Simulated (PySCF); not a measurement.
BHO, SMILES B=O.

The structure is a stationary point at PBE0-D3(BJ)/def2-TZVPD.

Two levels are set side by side: PBE/def2-TZVPD (PySCF) and CAM-B3LYP/def2-TZVPD (PySCF). Same geometry, gas phase. Differences are taken from unrounded values.

```csv
quantity,CAM-B3LYP,PBE,PBE minus CAM-B3LYP
orbital gap (eV),12.64,7.82,-4.81
highest occupied level (eV),-11.96,-8.94,3.03
lowest empty level (eV),0.67,-1.11,-1.79
dipole moment (D),2.86,2.58,-0.28
mean polarisability (bohr³),16.7,17.5,0.7
```

Without exact exchange PBE keeps part of each electron's self-repulsion, which lifts occupied levels and narrows the gap. PBE's more diffuse valence density responds more strongly to a field. Differences between two approximate levels are no errors against the true value.

Rough cost on one machine, each run with all the roots and properties that it gave: CAM-B3LYP against PBE within a factor of 2.
